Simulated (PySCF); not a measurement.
B2H4O, SMILES BOB. The structure is a stationary point at PBE-D3(BJ)/def2-TZVP.

Computed equilibrium geometry at PBE-D3(BJ)/def2-TZVP (PySCF confirms it by a frequency run) as bond lengths and angles, and its point group:
point group D2d.
Atoms: O1 B2 H3 H4 B5 H6 H7. Bond lengths (Å): O1–B2 1.340, O1–B5 1.340, B2–H3 1.203, B2–H4 1.203, B5–H6 1.203, B5–H7 1.203. Bond angles (°): B2–O1–B5 180.0, O1–B2–H3 118.2, O1–B2–H4 118.2, H3–B2–H4 123.5, O1–B5–H6 118.2, O1–B5–H7 118.2, H6–B5–H7 123.5.
Charge 0, spin multiplicity 1.
